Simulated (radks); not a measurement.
All-electron atom: Eu13+ in [Kr] 4d10 4f2 5s2.

Calculated with a radial shooting solver on a logarithmic mesh with Libxc functionals: scalar-relativistic Kohn-Sham, r2SCAN, spin-polarised, spherical densities, finite nucleus; open shells are filled with parallel spins first (spin-orbit coupling, left out, can overturn this in heavy ions); meta-GGA in the generalised Kohn-Sham scheme; Fermi nuclear charge, rms radius 5.1115 fm.

Energy parts (eV):
part                      energy
total                 -293737.75
kinetic                314788.27
electron-nucleus      -702568.97
Hartree                100382.07
exchange-correlation    -6339.13

Orbitals (lengths in bohr, moments of r in powers of bohr; r(90%) holds 90 % of the orbital's charge):
orbital  occ.  eigenvalue (eV)  r(90%)      <r^4>
1s down     1        -48702.38  0.0404  1.227e-06
1s up       1        -48702.37  0.0404  1.227e-06
2s down     1        -8241.500   0.147  0.0001963
2s up       1        -8241.498   0.147  0.0001963
2p down     3        -7368.343   0.137  0.0001463
2p up       3        -7368.341   0.137  0.0001463
3s up       1        -2032.021   0.365   0.007593
3s down     1        -2030.622   0.365   0.007578
3p up       3        -1758.841   0.371   0.007962
3p down     3        -1757.441   0.370   0.007942
3d up       5        -1393.540   0.352   0.006408
3d down     5        -1392.446   0.351   0.006385
4s up       1        -612.2186   0.796     0.1742
4s down     1        -609.1569   0.796     0.1747
4p up       3        -519.9114   0.844     0.2189
4p down     3        -516.8807   0.845     0.2198
4d up       5        -390.4113   0.920     0.3038
4d down     5        -387.3713   0.922     0.3062
5s up       1        -252.1427    1.59      2.815
5s down     1        -250.8045    1.60      2.865
4f up       2        -247.3396    1.05     0.5104
4f down     0        -244.1625    1.06     0.5177
5p up       0        -220.8470    1.71      3.768
5p down     0        -219.4645    1.71      3.755
6s up       0        -136.5374    2.73      24.87
6s down     0        -127.2619    2.58      20.21

The highest occupied level is 4f up at -247.34 eV. Summed over all electrons, <r^2> = 12.66 bohr^2, which gives a Langevin (diamagnetic) susceptibility term of -10 x 10^-6 cm^3/mol. For comparison, the ionisation energy in NIST's Atomic Spectra Database is 263 eV (theoretical). In exact Kohn-Sham theory the highest level is minus the ionisation energy, but local and semilocal functionals leave it too shallow, through self-interaction and a potential that decays too fast; potentials with the right tail come closer. The spin density at the nucleus is 1.420 e/bohr^3 (1s 0.069, 2s -0.271, 3s -8.012, 4s 3.147, 5s 6.488). The electron density at the nucleus is 6.059e+05 e/bohr^3 (large components only). Spin moment in Bohr magnetons: 2. The density falls to 0.001 e/bohr^3 at r = 2.18 bohr.
